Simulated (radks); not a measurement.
Problem. Valence configurations of Gd I (all share [Xe]). Method: scalar-relativistic Kohn-Sham, PBEsol, spin-polarised, spherical densities, finite nucleus; open shells are filled with parallel spins first (spin-orbit coupling, left out, can overturn this in heavy ions); Fermi nuclear charge, rms radius 5.1569 fm; computed with a radial shooting solver on a logarithmic mesh with Libxc functionals. Order these by energy: 4f5 5d1 6s2 6p2; 4f7 5d1 6p2; 4f7.5 5d1 6s1.5; 4f7 5d2 6s1; 4f6 5d2 6s2; 4f6 5d1 6s2 6p1; 4f7 5d1 6s1 6p1; 4f7 6s2 6p1; 4f7 5d1 6s2.

Solution. From the lowest, in eV above it: 4f7 5d1 6s2 0.000; 4f7.5 5d1 6s1.5 0.003; 4f7 5d2 6s1 0.500; 4f7 5d1 6s1 6p1 1.852; 4f7 6s2 6p1 2.074; 4f7 5d1 6p2 5.023; 4f6 5d2 6s2 10.156; 4f6 5d1 6s2 6p1 13.461; 4f5 5d1 6s2 6p2 36.505. NIST lists [Xe] 4f7 5d1 6s2 as the ground configuration; this level of theory agrees among the configurations tried. The energies are those of spherical high-spin densities, not of single terms. No valid solution was reached for [Xe] 4f8 5d1 6s1.
